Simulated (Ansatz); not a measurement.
Program: Ansatz. Geometries: PBE0-D4/def2-TZVP. ΔE: electronic, gas phase. CCSD(T)/CBS adds triple-zeta CCSD(T) − MP2 to the extrapolated MP2 energy (def2 sets, frozen cores). This one scheme is used for every species. For Ge outer-core shells are correlated without core-valence functions, which leaves a few kJ/mol of doubt a bond. Scalar relativity is left out up to krypton.

Reaction (ligand exchange at a Ge–C bond): `F[Si@H]1S[C@@H]1[GeH3]` + `[SiH3]N[SiH3]` → `[SiH3][N]([SiH3])[GeH3]` + `F[SiH]1CS1`

```
             level  ΔE (kJ/mol)
SCS-MP2/def2-TZVPP        -20.2
   CCSD/def2-TZVPP        -19.7
    MP2/def2-QZVPP        -16.9
      HF/CBS(def2)        -23.0
```

What does CCSD(T)/CBS give? (Estimate.)

The calculation gave: -16.8 kJ/mol. The listed levels differ from it by -3.4, -2.9, -0.1, -6.2 kJ/mol.

Largest T1 diagnostic among the species: 0.012.

The D4 term adds −3.9 kJ/mol with B3LYP and −2.2 kJ/mol with PBE0; it sums over pairs of atoms, weighted by their polarisabilities, and B3LYP, whose exchange is more repulsive, gets the larger term.

B3LYP here is the variant with VWN-RPA as its local correlation; programs differ in this.
